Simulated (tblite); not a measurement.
A geometry optimisation, step by step.

C8H9NSi.
SMILES with atom numbers: `[CH:1]#[C:2][SiH2:3]/[C:4](=[CH:5]/[C:6]#[N:7])[C:8](=[CH2:9])[CH3:10]` (hydrogens: H11 on C1; H12, H13 on Si3; H14 on C5; H15, H16 on C9; H17, H18, H19 on C10)

Computed with GFN2-xTB (tblite), gas phase: L-BFGS steps from a force-field or distance-geometry start until the largest atomic force falls under 0.01 eV/Å. 9 of its 155 geometries are shown.

Step 0: E = -712.6969 eV, largest atomic force 2.263 eV/Å
```
atom  x, y, z in Å  |  force x, y, z in eV/Å
C1      1.355    0.103   -3.600   -0.349   0.127  -1.874
C2      1.532    0.037   -2.425    0.329  -0.140   2.235
Si3     1.835   -0.085   -0.560    0.483   0.257  -0.738
C4      0.219   -0.528    0.301   -0.264  -0.954  -0.059
C5     -0.221   -1.814    0.330   -0.107   0.584   0.051
C6     -1.430   -2.242    0.946    0.054   0.041   0.090
N7     -2.399   -2.618    1.446    0.617   0.272  -0.349
C8     -0.474    0.573    0.969   -0.842   0.133   1.005
C9     -0.456    0.700    2.302   -0.401   0.437  -0.460
C10    -1.279    1.498    0.090    0.178   0.269   0.016
H11     1.176    0.170   -4.651    0.121  -0.043   0.558
H12     2.816   -1.152   -0.279   -0.115   0.059  -0.116
H13     2.349    1.206   -0.032   -0.204  -0.259  -0.181
H14     0.344   -2.601   -0.177   -0.207   0.207   0.180
H15     0.083    0.028    2.946    0.060  -0.046  -0.059
H16    -1.006    1.505    2.808    0.390  -0.445  -0.359
H17    -1.865    2.211    0.679    0.200  -0.226   0.015
H18    -0.618    2.079   -0.564   -0.064  -0.194   0.038
H19    -1.973    0.939   -0.537    0.120  -0.079   0.008
```

Step 19: E = -712.8155 eV, largest atomic force 0.092 eV/Å
```
atom  x, y, z in Å  |  force x, y, z in eV/Å
C1      1.339    0.105   -3.562   -0.019   0.008  -0.017
C2      1.521    0.039   -2.375   -0.010   0.009  -0.002
Si3     1.846   -0.071   -0.556    0.025   0.017  -0.087
C4      0.218   -0.525    0.309    0.004   0.009  -0.034
C5     -0.211   -1.794    0.317    0.005  -0.016   0.011
C6     -1.401   -2.204    0.941   -0.044   0.028   0.038
N7     -2.373   -2.547    1.446   -0.011  -0.001  -0.003
C8     -0.531    0.546    0.988    0.023   0.010  -0.005
C9     -0.482    0.685    2.304   -0.022   0.004   0.012
C10    -1.271    1.484    0.083    0.006  -0.008   0.004
H11     1.176    0.166   -4.601   -0.003  -0.005   0.039
H12     2.804   -1.160   -0.334    0.019   0.013   0.024
H13     2.308    1.229   -0.067    0.004  -0.001   0.024
H14     0.342   -2.585   -0.175    0.021  -0.015  -0.014
H15     0.075    0.006    2.928   -0.017  -0.013  -0.011
H16    -0.996    1.484    2.808   -0.021   0.009   0.009
H17    -1.835    2.211    0.662    0.017   0.000   0.003
H18    -0.576    2.013   -0.571    0.017  -0.031   0.003
H19    -1.962    0.928   -0.551    0.006  -0.015   0.006
```

Step 38: E = -712.8244 eV, largest atomic force 0.039 eV/Å
```
atom  x, y, z in Å  |  force x, y, z in eV/Å
C1      1.287    0.123   -3.555   -0.010   0.003   0.009
C2      1.512    0.068   -2.375   -0.019  -0.006   0.008
Si3     1.867   -0.048   -0.562    0.007  -0.009  -0.005
C4      0.254   -0.537    0.315    0.019   0.012  -0.009
C5     -0.194   -1.800    0.332    0.016   0.009   0.009
C6     -1.401   -2.156    0.961    0.004  -0.038  -0.010
N7     -2.390   -2.454    1.460   -0.007  -0.001   0.006
C8     -0.509    0.529    0.990   -0.007   0.001  -0.009
C9     -0.529    0.642    2.309   -0.006   0.006   0.010
C10    -1.220    1.464    0.061   -0.004   0.012  -0.015
H11     1.090    0.174   -4.588   -0.001   0.006   0.004
H12     2.864   -1.103   -0.351   -0.007   0.006   0.011
H13     2.297    1.260   -0.056   -0.003  -0.026  -0.008
H14     0.336   -2.609   -0.153    0.015   0.007   0.002
H15    -0.005   -0.049    2.948    0.006  -0.019  -0.009
H16    -1.069    1.431    2.803   -0.020   0.019  -0.005
H17    -1.743    2.239    0.615    0.008   0.013   0.015
H18    -0.515    1.927   -0.629    0.026   0.011  -0.004
H19    -1.944    0.908   -0.534   -0.018  -0.005  -0.002
```

Step 58: E = -712.8329 eV, largest atomic force 0.052 eV/Å
```
atom  x, y, z in Å  |  force x, y, z in eV/Å
C1      1.148    0.154   -3.513    0.005   0.012   0.005
C2      1.460    0.046   -2.357   -0.001   0.041   0.003
Si3     1.890   -0.055   -0.560    0.022  -0.006   0.047
C4      0.285   -0.539    0.334    0.013  -0.032   0.013
C5     -0.114   -1.819    0.397   -0.026  -0.005  -0.002
C6     -1.337   -2.193    0.981    0.011   0.001   0.030
N7     -2.346   -2.497    1.437   -0.004  -0.025   0.005
C8     -0.515    0.524    0.962    0.003  -0.020  -0.007
C9     -0.653    0.595    2.278   -0.001  -0.007   0.007
C10    -1.126    1.512    0.017    0.003   0.017  -0.005
H11     0.884    0.247   -4.527   -0.006  -0.023  -0.030
H12     2.894   -1.101   -0.340   -0.017   0.002  -0.023
H13     2.338    1.259   -0.083   -0.014  -0.029  -0.008
H14     0.461   -2.631   -0.033    0.003   0.052  -0.004
H15    -0.207   -0.132    2.936    0.005  -0.013   0.005
H16    -1.213    1.384    2.748   -0.010   0.011  -0.004
H17    -1.524    2.367    0.554   -0.015   0.033   0.032
H18    -0.392    1.853   -0.711    0.020   0.012  -0.037
H19    -1.942    1.037   -0.528    0.009  -0.020  -0.027
```

Step 77: E = -712.8396 eV, largest atomic force 0.039 eV/Å
```
atom  x, y, z in Å  |  force x, y, z in eV/Å
C1      1.088    0.173   -3.500    0.005   0.007  -0.009
C2      1.415    0.101   -2.345    0.015  -0.003   0.004
Si3     1.883   -0.057   -0.560   -0.007  -0.003  -0.017
C4      0.284   -0.536    0.348    0.000  -0.004  -0.002
C5     -0.088   -1.822    0.438   -0.018   0.002  -0.018
C6     -1.295   -2.241    1.024    0.015  -0.022   0.028
N7     -2.280   -2.617    1.477   -0.005   0.023   0.009
C8     -0.526    0.534    0.948    0.023   0.004   0.004
C9     -0.727    0.586    2.258   -0.009  -0.013  -0.013
C10    -1.066    1.556   -0.007   -0.005  -0.013   0.006
H11     0.810    0.240   -4.513   -0.004   0.008   0.004
H12     2.863   -1.139   -0.418   -0.010   0.007   0.006
H13     2.370    1.224   -0.041    0.003  -0.007  -0.012
H14     0.512   -2.620    0.017    0.008   0.016   0.006
H15    -0.328   -0.164    2.920   -0.016   0.009   0.011
H16    -1.292    1.381    2.715    0.009  -0.009  -0.009
H17    -1.439    2.426    0.526   -0.001  -0.003   0.003
H18    -0.305    1.866   -0.723    0.002  -0.001   0.025
H19    -1.889    1.116   -0.571   -0.004   0.004  -0.027
```

Step 96: E = -712.8486 eV, largest atomic force 0.060 eV/Å
```
atom  x, y, z in Å  |  force x, y, z in eV/Å
C1      1.046    0.235   -3.527    0.012   0.003   0.014
C2      1.381    0.126   -2.377   -0.008  -0.012  -0.027
Si3     1.862   -0.086   -0.602   -0.009  -0.001  -0.007
C4      0.281   -0.547    0.344   -0.034  -0.041   0.021
C5     -0.059   -1.839    0.490   -0.007   0.014   0.023
C6     -1.224   -2.268    1.151    0.005   0.016  -0.002
N7     -2.172   -2.643    1.680    0.010  -0.007  -0.018
C8     -0.537    0.523    0.925   -0.009   0.009   0.045
C9     -0.840    0.546    2.219    0.015   0.013  -0.057
C10    -0.989    1.595   -0.022    0.009  -0.049   0.004
H11     0.762    0.333   -4.536   -0.003   0.009   0.004
H12     2.803   -1.204   -0.484    0.022   0.021  -0.014
H13     2.393    1.174   -0.072    0.017  -0.018  -0.006
H14     0.548   -2.637    0.076   -0.012   0.032   0.023
H15    -0.516   -0.221    2.903   -0.008   0.027  -0.045
H16    -1.421    1.352    2.634    0.000  -0.019   0.057
H17    -1.447    2.419    0.518   -0.008   0.005   0.006
H18    -0.158    1.974   -0.617    0.007  -0.012   0.015
H19    -1.724    1.178   -0.710    0.000   0.009  -0.035
```

Step 116: E = -712.8546 eV, largest atomic force 0.033 eV/Å
```
atom  x, y, z in Å  |  force x, y, z in eV/Å
C1      1.028    0.285   -3.557    0.010   0.002   0.018
C2      1.338    0.139   -2.404   -0.017   0.002  -0.028
Si3     1.827   -0.115   -0.638   -0.011  -0.005  -0.004
C4      0.263   -0.553    0.350    0.008   0.009   0.010
C5     -0.050   -1.844    0.555    0.013   0.016  -0.010
C6     -1.187   -2.287    1.251   -0.024  -0.011   0.013
N7     -2.105   -2.694    1.808    0.006   0.009  -0.022
C8     -0.561    0.525    0.910    0.003   0.001   0.021
C9     -0.903    0.533    2.194   -0.013  -0.004   0.009
C10    -0.945    1.621   -0.038    0.003  -0.001   0.010
H11     0.763    0.416   -4.568   -0.010   0.003   0.015
H12     2.752   -1.250   -0.562    0.008  -0.016  -0.004
H13     2.422    1.113   -0.103   -0.006   0.013   0.008
H14     0.568   -2.640    0.158    0.008  -0.013   0.009
H15    -0.604   -0.249    2.871    0.005   0.004  -0.013
H16    -1.492    1.328    2.620    0.008   0.016  -0.019
H17    -1.516    2.392    0.473   -0.004  -0.020   0.012
H18    -0.059    2.074   -0.480   -0.003  -0.002  -0.015
H19    -1.551    1.216   -0.848    0.018  -0.003  -0.010
```

Step 135: E = -712.8579 eV, largest atomic force 0.028 eV/Å
```
atom  x, y, z in Å  |  force x, y, z in eV/Å
C1      0.968    0.322   -3.535    0.020   0.002   0.003
C2      1.301    0.150   -2.393   -0.006   0.004   0.000
Si3     1.831   -0.127   -0.641   -0.011  -0.011   0.015
C4      0.284   -0.565    0.374    0.002   0.012   0.009
C5     -0.020   -1.854    0.602   -0.003   0.001  -0.018
C6     -1.182   -2.291    1.261    0.016   0.008  -0.021
N7     -2.133   -2.693    1.765   -0.009  -0.004   0.023
C8     -0.551    0.517    0.907   -0.009   0.007  -0.001
C9     -0.925    0.539    2.182    0.003  -0.008  -0.008
C10    -0.909    1.609   -0.054    0.000   0.001  -0.002
H11     0.688    0.473   -4.539   -0.023   0.001   0.003
H12     2.753   -1.266   -0.605    0.002  -0.006   0.006
H13     2.434    1.099   -0.109    0.009  -0.002   0.006
H14     0.612   -2.654    0.236    0.001  -0.002  -0.002
H15    -0.650   -0.238    2.873    0.011   0.003   0.003
H16    -1.515    1.346    2.583   -0.004  -0.004  -0.006
H17    -1.535    2.354    0.430    0.002  -0.009  -0.012
H18    -0.012    2.095   -0.438   -0.006   0.005   0.000
H19    -1.448    1.195   -0.906    0.006   0.001   0.003
```

Step 154: E = -712.8605 eV, largest atomic force 0.009 eV/Å
```
atom  x, y, z in Å  |  force x, y, z in eV/Å
C1      0.903    0.371   -3.495    0.001   0.000   0.000
C2      1.280    0.173   -2.370   -0.001   0.001  -0.003
Si3     1.845   -0.150   -0.637   -0.004   0.002   0.003
C4      0.299   -0.572    0.386   -0.008   0.001   0.001
C5     -0.006   -1.859    0.621    0.000  -0.002  -0.005
C6     -1.165   -2.295    1.286   -0.001   0.001   0.004
N7     -2.108   -2.697    1.805    0.001   0.001   0.001
C8     -0.546    0.513    0.892   -0.001   0.007  -0.006
C9     -0.956    0.546    2.156    0.004  -0.001  -0.002
C10    -0.875    1.602   -0.086    0.001   0.001   0.001
H11     0.578    0.545   -4.480   -0.001   0.003   0.001
H12     2.737   -1.313   -0.636    0.004  -0.003   0.001
H13     2.491    1.049   -0.093   -0.003  -0.001   0.005
H14     0.628   -2.661    0.264    0.005  -0.004   0.003
H15    -0.692   -0.222    2.864   -0.002   0.000  -0.001
H16    -1.563    1.353    2.532    0.007  -0.004  -0.001
H17    -1.589    2.299    0.344   -0.005   0.002   0.003
H18     0.025    2.150   -0.364    0.007  -0.001  -0.002
H19    -1.296    1.177   -0.996   -0.004  -0.005  -0.003
```

Task: Summarise the path.

Result: The energy falls by 0.1636 eV from step 0 to step 154; nine tenths of that is first reached at step 90. It rises by more than 0.2 meV at step 1. The largest force goes from 2.263 to 0.009 eV/Å. Among the bonds C2–Si3 changes most, from 1.893 to 1.851 Å; the atoms move by 0.509 Å rms after alignment.

The cost below is that of the whole relaxation. Hardware: an Arm Neoverse N1 with one thread (shared host). Cost: 2.4 s.
